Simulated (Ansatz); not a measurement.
H5BSi2, SMILES `B[SiH]=[SiH2]` (charge 0, multiplicity 1).

Cartesian coordinates (Å):
SMILES: B[SiH]=[SiH2]
```xyz
8

B      1.6932    -0.2437     0.6694
Si     0.2862     0.5172    -0.4267
Si    -1.7063    -0.0705     0.1552
H      2.8539    -0.0291     0.4905
H      1.3518    -0.9619     1.5617
H      0.4133     1.4303    -1.5879
H     -1.9090    -0.9760     1.3092
H     -2.9832     0.3338    -0.4803
```
Charge 0, multiplicity 1.

Frozen-core energies in 6-31g from Ansatz (a program for electronic structure) at a geometry from PBE0-D3(BJ)/def2-TZVP; the HF reference has <S^2> = 0.00 (restricted, and unstable towards unrestricted orbitals) and the T1 diagnostic is 0.014.

```csv
level,energy (Ha)
HF,-605.25732
MP2,-605.41976
CCSD,-605.46302
CCSD(T),-605.46897
```

Task: Estimate the energies of CCSDT and CCSDT(Q), and give each level's difference from CCSDT(Q).

Result: 
| level | energy (Ha) | difference from CCSDT(Q) (mHa) |
|---|---|---|
| MP2 | -605.41976 | 50.80 |
| CCSD | -605.46302 | 7.54 |
| CCSD(T) | -605.46897 | 1.59 |
| CCSDT | -605.47015 | 0.41 |
| CCSDT(Q) | -605.47056 | 0.00 |
